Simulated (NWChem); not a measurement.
Molecule: CH4BClOS; SMILES CSB(Cl)O

```xyz
9

B      0.3136     0.3873     0.0000
Cl    -0.3312     2.0581     0.0000
O      1.6509     0.1636     0.0000
H      2.1686     0.9838     0.0000
S     -0.8641    -0.9821     0.0000
C      0.2662    -2.4353     0.0000
H      0.8947    -2.4342    -0.8920
H     -0.3685    -3.3238     0.0000
H      0.8947    -2.4342     0.8920
```
Atoms are numbered in this order, from 1.

Results from NWChem. Pople sets run with spherical d functions. All runs use the structure optimised with B3LYP/6-31G* (spherical d). Static field.

```json
[
 {"level": "PBE/6-31+G*", "isotropic polarisability (bohr³)": "62.1", "anisotropy (bohr³)": "34.3"},
 {"level": "B3LYP/6-31+G*", "isotropic polarisability (bohr³)": "60.1", "anisotropy (bohr³)": "32.4"},
 {"level": "Hartree-Fock/6-31+G*", "isotropic polarisability (bohr³)": "54.6", "anisotropy (bohr³)": "27.8"},
 {"level": "LDA (Slater exchange, VWN5)/6-31+G*", "isotropic polarisability (bohr³)": "62.7", "anisotropy (bohr³)": "34.5"}
]
```
